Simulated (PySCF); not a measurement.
## Radial density of Mg (magnesium, neutral)

BLYP, [Ne] 3s1 3p1, high-spin 3P determinant (an excited configuration). Computed with PySCF 2.14 in aug-cc-pVTZ-DK (6s5p3d2f, 50 functions), with scalar relativity by spin-free X2C-1e.

| r (bohr) | 4πr²ρ (e/bohr) | 4πr²(ρα − ρβ) |
| --- | --- | --- |
| 0.00188 | 0.05295 | 0.0001 |
| 0.00316 | 0.1400 | 0.0002 |
| 0.00531 | 0.3654 | 0.0006 |
| 0.00893 | 0.9271 | 0.0015 |
| 0.0150 | 2.230 | 0.0036 |
| 0.0253 | 4.877 | 0.0077 |
| 0.0425 | 9.083 | 0.0139 |
| 0.0715 | 12.93 | 0.0177 |
| 0.120 | 12.10 | 0.0117 |
| 0.202 | 7.766 | 0.0148 |
| 0.340 | 8.981 | 0.0721 |
| 0.572 | 10.77 | 0.0755 |
| 0.962 | 4.836 | 0.0026 |
| 1.62 | 0.8604 | 0.2967 |
| 2.72 | 0.6297 | 0.6180 |
| 4.58 | 0.2921 | 0.2921 |
| 7.70 | 0.03423 | 0.0342 |
| 13.0 | 0.0005302 | 0.0005 |

Densities and radii are taken from the X2C orbitals without a picture-change correction, which distorts them close to the nucleus.
